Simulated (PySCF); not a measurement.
## Spin-rotation constants: SMILES O=S(=O)(Cl)C1=CCCC1, C$_{5}$H$_{7}$ClO$_{2}$S

Geometry (Å), atoms numbered from 1 in this order:
```xyz
16

O     2.853    0.947   -1.209
S     2.364    0.131   -0.146
O     2.898    0.290    1.167
Cl    2.715   -1.815   -0.683
C     0.608    0.122   -0.111
C    -0.167    0.660   -1.034
C    -1.611    0.426   -0.712
C    -1.587   -0.151    0.720
C    -0.124   -0.567    0.986
H     0.170    1.181   -1.911
H    -2.196    1.343   -0.781
H    -2.029   -0.284   -1.430
H    -1.885    0.618    1.431
H    -2.270   -0.990    0.827
H     0.235   -0.254    1.965
H     0.018   -1.648    0.909
```

Method: GIAO B97-D/6-31++G** magnetisability, rotational g tensor and spin-rotation constants, non-relativistic, gas phase in PySCF. Geometry: GFN2-xTB.

Q: Give the nuclear spin-rotation constants along the inertial axes (H = +C I·J) beside the isotropic shieldings.

A: Rotational constants 2.1460, 0.8261, 0.7859 GHz. A star marks the isotopologue with that one atom substituted, in its own axes.
| atom | isotope | Caa (kHz) | Cbb (kHz) | Ccc (kHz) | mean (kHz) | σ (ppm) |
| --- | --- | --- | --- | --- | --- | --- |
| Cl4 | 35Cl | 1.286 | 0.267 | 0.403 | 0.652 | 341.6 |
| H10 | 1H | -0.179 | -0.002 | -0.024 | -0.069 | 25.4 |
| H11 | 1H | -0.062 | -0.027 | -0.091 | -0.060 | 29.2 |
| H12 | 1H | -0.202 | -0.063 | -0.006 | -0.090 | 29.1 |
| H13 | 1H | -0.159 | -0.066 | -0.024 | -0.083 | 29.8 |
| H14 | 1H | -0.153 | -0.002 | -0.087 | -0.081 | 29.8 |
| H15 | 1H | -0.224 | -0.090 | 0.033 | -0.093 | 28.9 |
| H16 | 1H | -0.202 | 0.023 | -0.080 | -0.086 | 28.7 |
| O1 | 17O* | -0.673 | -0.198 | -0.198 | -0.356 | 68.5 |
| S2 | 33S* | 0.965 | 0.303 | 0.247 | 0.505 | 240.2 |
| C5 | 13C* | 0.799 | 0.254 | 0.225 | 0.426 | 50.4 |
| C6 | 13C* | 0.822 | 0.231 | 0.187 | 0.413 | 64.2 |
| C7 | 13C* | 0.322 | 0.135 | 0.126 | 0.194 | 157.2 |
| C8 | 13C* | 0.279 | 0.127 | 0.112 | 0.173 | 167.6 |
| C9 | 13C* | 0.305 | 0.132 | 0.129 | 0.189 | 159.4 |

For the geometry as given, no vibrational averaging.
